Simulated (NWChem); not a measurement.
SiNH4Cl; SMILES N[SiH2]Cl

```xyz
7

Si     0.5732    -0.5018     0.0451
N     -0.6111    -1.7419     0.1395
Cl    -0.1458     1.4254    -0.3828
H      1.5006    -0.8365    -1.0566
H      1.2349    -0.3985     1.3633
H     -1.2455    -1.7767     0.9293
H     -1.0663    -2.0721    -0.7038
```
Atoms are numbered in this order, from 1.

Structure relaxed at the B3LYP/6-31G* (spherical d) level.

**Question.** Give the principal values of the shielding tensors (ppm) of Si1, N2, Cl3 from KT2/pcSseg-1, GIAO (NWChem), with their diamagnetic and paramagnetic parts as GIAO splits them.

**Answer.** 
```json
[
 {"atom": "Si1", "σ11": "327.5", "σ22": "397.9", "σ33": "419.6", "isotropic": "381.7", "diamagnetic": "882.8", "paramagnetic": "-501.1"},
 {"atom": "N2", "σ11": "207.1", "σ22": "225.8", "σ33": "241.3", "isotropic": "224.7", "diamagnetic": "319.0", "paramagnetic": "-94.3"},
 {"atom": "Cl3", "σ11": "673.1", "σ22": "886.7", "σ33": "995.1", "isotropic": "851.6", "diamagnetic": "1150.8", "paramagnetic": "-299.2"}
]
```
